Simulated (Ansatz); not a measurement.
`Fc1ccccn1` and `N#Cc1ccccn1` differ in one atom or group.

Ansatz, PBE0-D4/def2-TZVP geometries, multiplicity 1. 

| property | `Fc1ccccn1` |
| --- | --- |
| ideal-gas entropy at 298 K and 1 bar (rigid rotor, harmonic PBE0-D4/def2-TZVP) / J/(mol·K) | 305 |
| LUMO energy (PBE/def2-TZVPP) / eV | -2.00 |
| HOMO energy (B3LYP/def2-TZVPP) / eV | -7.44 |
| HOMO–LUMO gap (PBE0/def2-TZVPP) / eV | 6.56 |
| LUMO energy (B3LYP/def2-TZVPP) / eV | -1.30 |
| HOMO–LUMO gap (PBE/def2-TZVPP) / eV | 4.55 |

(1) What does the change do to each property? (An estimate is asked.)

Results:

(1) The calculation gave: 
```csv
property,`N#Cc1ccccn1`,shift
"ideal-gas entropy at 298 K and 1 bar (rigid rotor, harmonic PBE0-D4/def2-TZVP) / J/(mol·K)",327,22
LUMO energy (PBE/def2-TZVPP) / eV,-2.85,-0.85
HOMO energy (B3LYP/def2-TZVPP) / eV,-7.97,-0.53
HOMO–LUMO gap (PBE0/def2-TZVPP) / eV,6.21,-0.35
LUMO energy (B3LYP/def2-TZVPP) / eV,-2.16,-0.86
HOMO–LUMO gap (PBE/def2-TZVPP) / eV,3.84,-0.71
```

With PBE0 the HOMO falls by 0.54 eV and the LUMO falls by 0.89 eV, so the gap narrows by about 0.35 eV. PBE moves the HOMO by -0.14 eV and ωB97M-V by -0.48 eV. The zero-point energy changes by 16.9 kJ/mol with +3 modes.

Positive LUMOs are unbound, so they and the gaps depend on the basis.

B3LYP here is the variant with VWN-RPA as its local correlation; programs differ in this.
